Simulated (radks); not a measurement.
The numbers below are computed, except where a source is named.
Q: Coherent X-ray form factor from a spherical all-electron density. Code: a radial shooting solver on a logarithmic mesh with Libxc functionals. Model: Dirac Kohn-Sham, LDA (Slater exchange, Perdew-Wang correlation), spin-unpolarised, spherical densities, finite nucleus; Fermi nuclear charge, rms radius of each element as measured or else 0.836 A^(1/3) + 0.57 fm.

sin(theta)/lambda (1/angstrom)  f0 (electrons)
0.05                                    77.317
0.1                                     75.372
0.15                                    72.440
0.2                                     68.879
0.25                                    65.038
0.3                                     61.192
0.4                                     54.123
0.5                                     48.221
0.6                                     43.366
0.8                                     35.717
1                                       29.683
1.25                                    23.812
1.5                                     19.682
2                                       15.140

The species is in the configuration that NIST lists as its ground one. Which atom or ion scatters so?

A: The thallium ion Tl3+, [Xe] 4f14 5d10. Extrapolating in s^2 from the first two rows gives f0(0) = 78.0, near the electron count 78; among species with that count, the fall with angle is slower the higher Z, and the table is that of Z = 81; from so few rows the species is fixed only to a neighbour or two.
